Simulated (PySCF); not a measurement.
C₂H₅BrF₂Si, SMILES C(C)[Si](Br)(F)F (PBE0/def2-SVP optimised geometry):

```
11

C     -1.660    -0.963     1.604
C     -0.137    -0.962     1.488
Si     0.519    -0.086     0.000
F      0.067     1.462     0.000
F      2.129    -0.086     0.000
Br    -0.159    -0.981    -1.894
H     -2.129    -1.462     0.742
H     -2.061     0.061     1.654
H     -1.986    -1.492     2.512
H      0.261    -1.991     1.461
H      0.330    -0.477     2.363
```

Calculation: PySCF with PBE0/def2-TZVP.

### Question
What are the frontier orbital energies and the dipole moment?

### Answer
HOMO-2 -9.46 eV, HOMO-1 -9.01 eV, HOMO -8.91 eV, LUMO 0.43 eV, LUMO+1 0.85 eV; dipole moment 2.53 D.

On the same geometry PBE/def2-TZVP (PySCF) gives HOMO-2 -8.05 eV, HOMO-1 -7.66 eV, HOMO -7.58 eV, LUMO -0.51 eV, LUMO+1 -0.06 eV; dipole moment 2.43 D.

Meta-Löwdin charges at PBE0/def2-TZVP: C1 -0.33, C2 -0.48, Si3 1.41, F4 -0.49, F5 -0.49, Br6 -0.25, H7 0.12, H8 0.12, H9 0.12, H10 0.14, H11 0.14.
